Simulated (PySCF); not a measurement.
## Vanadium: a sound run and one with changed settings

Sound run: V⁺ [Ar] 3d4, V²⁺ [Ar] 3d3. Calculation: PySCF 2.14, in x2c-TZVPall (6s5p4d1f, 48 functions); scalar relativity by spin-free X2C-1e. In the sound run the correlated levels freeze [Ar]. The sound run starts from symmetry-adapted Hartree-Fock orbitals and uses a fine grid where one is needed.

Changed run: basis STO-3G, all-electron and non-relativistic. This setting is unsound on purpose.

```
species  method  sound run (hartree)  changed run (hartree)  converged
     V⁺     UHF           -947.90607             -932.74344        yes
     V⁺    BP86           -949.05566             -933.64743        yes
     V⁺    MN15           -949.34310             -932.05421        yes
     V⁺     MP2           -947.94376             -932.74384        yes
    V²⁺     UHF           -947.42072             -932.43195        yes
    V²⁺    BP86           -948.49204             -933.29535        yes
    V²⁺    MN15           -948.78663             -931.70194        yes
    V²⁺     MP2           -947.43462             -932.43205        yes
```

Ionisation energy of V⁺:

```json
{"method": "UHF", "sound run (eV)": "13.207", "changed run (eV)": "8.476"}
{"method": "BP86", "sound run (eV)": "15.337", "changed run (eV)": "9.581"}
{"method": "MN15", "sound run (eV)": "15.142", "changed run (eV)": "9.586"}
{"method": "MP2", "sound run (eV)": "13.854", "changed run (eV)": "8.484"}
{"method": "SCS-MP2", "sound run (eV)": "13.423", "changed run (eV)": "8.479"}
```

A minimal basis cannot let orbitals breathe on ionisation and holds almost no correlation. The Hamiltonian changed with the basis, so the totals do not compare.

For comparison, NIST gives 14.634 ± 0.007 eV between the lowest levels.
